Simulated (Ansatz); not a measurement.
`[CH3][GeH]([CH3])[C]#N` → `CC#[C][GeH2][NH2]`  (isomerisation)

Computed with Ansatz on PBE0-D4/def2-TZVP structures; ΔE is electronic, products minus reactants. CCSD(T)/CBS is the MP2 limit (def2-TZVPP, def2-QZVPP) plus CCSD(T) − MP2 in def2-TZVPP, frozen cores. DFT in def2-TZVPP. B3LYP here is the variant with VWN-RPA as its local correlation; programs differ in this. For Ge outer-core shells are correlated without core-valence functions, which leaves a few kJ/mol of doubt a bond. Scalar relativity is left out up to krypton. One conformer a species, not always the lowest.

```csv
level,ΔE (eV)
PBE0-D4,1.31
B3LYP-D4,1.33
PBE,1.30
B3LYP,1.31
```

What does CCSD(T)/CBS give? (Best estimate.)

The calculation gave: +1.38 eV. The listed levels differ from it by -0.07, -0.05, -0.08, -0.07 eV.

Largest T1 diagnostic among the species: 0.011.

In def2-TZVPP, CCSD(T) changes the Hartree–Fock value by +0.09 eV (the triples alone add +0.00 eV) and MP2 by +0.08 eV.
